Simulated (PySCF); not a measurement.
Working out the ionisation energy of Rb⁺

Rb⁺ [Kr] (1S) → Rb²⁺ [Ar] 3d10 4s2 4p5 (2P). Calculation: PySCF 2.14, in jorge-DZP-DKH (8s6p2d, 36 functions); the spin-free X2C one-electron Hamiltonian (Gaussian nucleus). Frozen: [Ar] 3d10 4s2. Energies in hartree (1 hartree = 27.21139 eV):

```
            part   Rb⁺ (lower)  Rb²⁺ (upper)
             UHF  -2978.702081  -2977.702582
CCSD correlation     -0.074534     -0.049492
             (T)     -0.000033     -0.000022
```

Problem. What does Hartree-Fock give?

Solution. (-2977.702582) − (-2978.702081) = 0.999499 hartree = 27.198 eV.

Problem. What do CCSD and CCSD(T) give?

Solution. The CCSD correlation energies differ by 0.025042 hartree = 0.681 eV and the triples by 0.000011 hartree = 0.000 eV, so CCSD gives 27.879 eV and CCSD(T) 27.879 eV.

Reference: 27.290 eV (measured; NIST Atomic Spectra Database, ionization energies), between the lowest levels; spin-orbit coupling is absent from the calculation.

A double-zeta basis recovers only part of the correlation energy.

What remains against the reference includes basis incompleteness, the frozen core and higher excitations.
